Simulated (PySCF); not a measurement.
Electron correlation in I⁻ (iodine, charge -1)

Starting occupation: [Xe]. All numbers are calculated (PySCF 2.14, X2C-1e with screened-nucleus spin-orbit coupling, Gaussian nucleus, in x2c-TZVPPall-2c with one added diffuse shell each of s, p, d, f type (9s10p6d3f, 90 functions)). Frozen: [Ar] 3d10; 26 electrons correlated; the 6 highest virtual spinors left out.

MP2 pair energies summed by pair of shells (mhartree):

```
       pair   energy  share (%)
4d3/2-4d5/2  -123.20       18.3
4d5/2-4d5/2   -91.73       13.6
5p3/2-5p3/2   -45.10        6.7
5p1/2-5p3/2   -43.92        6.5
4d3/2-4d3/2   -40.05        6.0
4d5/2-5p3/2   -37.31        5.5
4d5/2-4p3/2   -27.12        4.0
4d3/2-5p3/2   -23.59        3.5
5p3/2-5s1/2   -23.01        3.4
4d5/2-5s1/2   -22.19        3.3
4d5/2-5p1/2   -20.36        3.0
4d3/2-4p3/2   -18.33        2.7
4d3/2-5s1/2   -14.50        2.2
4d3/2-5p1/2   -14.02        2.1
4d5/2-4p1/2   -13.54        2.0
4p3/2-4p3/2   -13.23        2.0
4p1/2-4p3/2   -11.99        1.8
5p1/2-5s1/2   -11.79        1.8
5p1/2-5p1/2   -11.24        1.7
4d5/2-4s1/2   -10.76        1.6
4d3/2-4p1/2    -8.78        1.3
4d3/2-4s1/2    -7.14        1.1
4p3/2-4s1/2    -6.70        1.0
5s1/2-5s1/2    -6.19        0.9
4p3/2-5s1/2    -4.85        0.7
4p3/2-5p3/2    -3.70        0.5
4p1/2-4p1/2    -3.36        0.5
4p1/2-4s1/2    -3.36        0.5
4p3/2-5p1/2    -2.46        0.4
4s1/2-4s1/2    -2.26        0.3
```

Total MP2 correlation energy: -672.39 mhartree.

The virtual space was cut to 102 spinors, which keep -654.58 of the -672.39 mhartree of MP2 correlation.

```json
{"level": "CCSD", "correlation energy (mhartree)": "-614.45"}
```

Diagnostics: T1 = 0.0049, largest double amplitude 0.048.

Cost of the coupled-cluster step: 500 s of wall time on 4 threads of Neoverse-V1 (shared host), for 26 occupied and 102 virtual spinors.

Iterations:

```
Init t2, MP2 energy = -0.654580326289509
CCSD nocc = 26, nmo = 128
Init t2, MP2 energy = -0.654580326289509
Init E_corr(GCCSD) = -0.654580326289509
cycle = 1  E_corr(GCCSD) = -0.600317887241656  dE = 0.054262439  norm(t1,t2) = 0.062509
cycle = 2  E_corr(GCCSD) = -0.615440491859912  dE = -0.0151226046  norm(t1,t2) = 0.0140966
cycle = 3  E_corr(GCCSD) = -0.613910001850058  dE = 0.00153049001  norm(t1,t2) = 0.0043253
cycle = 4  E_corr(GCCSD) = -0.614472735105501  dE = -0.000562733255  norm(t1,t2) = 0.00161794
cycle = 5  E_corr(GCCSD) = -0.614475975893455  dE = -3.24078795e-06  norm(t1,t2) = 0.000394479
cycle = 6  E_corr(GCCSD) = -0.614445815230588  dE = 3.01606629e-05  norm(t1,t2) = 7.41584e-05
cycle = 7  E_corr(GCCSD) = -0.614446917616389  dE = -1.1023858e-06  norm(t1,t2) = 2.22528e-05
cycle = 8  E_corr(GCCSD) = -0.614447778983393  dE = -8.61367004e-07  norm(t1,t2) = 3.1467e-06
cycle = 9  E_corr(GCCSD) = -0.614447597736687  dE = 1.81246706e-07  norm(t1,t2) = 1.11188e-06
cycle = 10  E_corr(GCCSD) = -0.614447620049275  dE = -2.23125883e-08  norm(t1,t2) = 3.88365e-07
cycle = 11  E_corr(GCCSD) = -0.614447605324903  dE = 1.47243724e-08  norm(t1,t2) = 9.51423e-08
cycle = 12  E_corr(GCCSD) = -0.614447606495042  dE = -1.17013899e-09  norm(t1,t2) = 2.41727e-08
GCCSD converged
E(GCCSD) = -7114.492940829426  E_corr = -0.6144476064950418
```

This basis was not built for core-valence correlation, so the inner-shell part is incomplete.
